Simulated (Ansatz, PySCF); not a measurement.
Gas-phase reaction (SMILES): COC(F)(F)C(F)(F)C(F)(F)F [1,1,1,2,2,3,3-heptafluoro-3-methoxypropane] + 9 C (CH4) + O (H2O) -> 2 CC (C2H6) + 7 CF (CH3F) [fluoromethane] + 2 CO (CH4O) [methanol]; bond separation energy.

Structures are relaxed separately at B3LYP-D3(BJ)/def2-TZVP in Ansatz (an electronic-structure program), one conformer each, not searched for the lowest. Valence correlation only, unless marked. No spin-orbit coupling. Non-relativistic. CBS(X,Y): correlation extrapolated as X^-3; Hartree-Fock from the larger set. [CCSD(T)-MP2]/basis is that difference in the basis named. Thermal terms are rigid-rotor harmonic-oscillator values from B3LYP-D3(BJ) frequencies (Ansatz or PySCF) at 298.15 K and 1 atm. 1 Eh = 627.5095 kcal/mol.

| species | E, RI-MP2/CBS(cc-pVTZ,cc-pVQZ)+[CCSD(T)-MP2]/cc-pVTZ (Ansatz) (Eh) | E, wB97X-V/def2-TZVPD (Ansatz) (Eh) | H - E (Eh) |
|---|---|---|---|
| COC(F)(F)C(F)(F)C(F)(F)F | -927.69273 | -928.47578 | 0.09375 |
| C (CH4) | -40.46125 | -40.51531 | 0.04840 |
| CC (C2H6) | -79.71807 | -79.82947 | 0.07887 |
| CF (CH3F) | -139.63110 | -139.75558 | 0.04297 |
| CO (CH4O) | -115.61425 | -115.73216 | 0.05533 |
| O (H2O) | -76.37659 | -76.43464 | 0.02495 |

Problem. Work out ΔE and ΔH at 298.15 K at the first level, then ΔH at the second.

Solution. 
1. ΔE = [2×(-79.71807) + 7×(-139.63110) + 2×(-115.61425)] - [(-927.69273) + 9×(-40.46125) + (-76.37659)] = 0.13823 Eh = 86.7 kcal/mol at RI-MP2/CBS(cc-pVTZ,cc-pVQZ)+[CCSD(T)-MP2]/cc-pVTZ.
2. The terms H - E add up to 0.01489 Eh, so ΔH = (0.13823 + (0.01489))×627.5095 = 96.1 kcal/mol.
3. At wB97X-V/def2-TZVPD the same steps give ΔE = 85.3 and ΔH = 94.6 kcal/mol, a shift of -1.5 from the first level.
4. These values are not checked against measurement here, since the tables used lack a sound gas-phase enthalpy of formation for at least one species.
